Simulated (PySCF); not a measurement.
C2H4N2OSi, SMILES O[SiH]1N=CC=N1. Coordinates come from a PBE-D3(BJ)/def2-SVP optimisation. The structure was generated by enumeration, and PubChem lists no compound with its InChIKey, so it may never have been made. The values are those of a single conformer.

Question: Give the equilibrium geometry at PBE-D3(BJ)/def2-SVP (PySCF confirms it by a frequency run) as Cartesian coordinates in Å, and its point group. (The exact figures need the calculation; the answer reports its results.)

Answer: This is not unique; one that fits is point group Cs.
```xyz
10

O      2.0902    -0.5078     0.0000
Si     0.7056     0.4148     0.0000
N     -0.4398     0.0727     1.3624
C     -1.5492    -0.1915     0.7681
C     -1.5492    -0.1915    -0.7681
N     -0.4398     0.0727    -1.3624
H      1.9674    -1.4731     0.0000
H      1.1517     1.8366     0.0000
H     -2.4864    -0.4149     1.3271
H     -2.4864    -0.4149    -1.3271
```
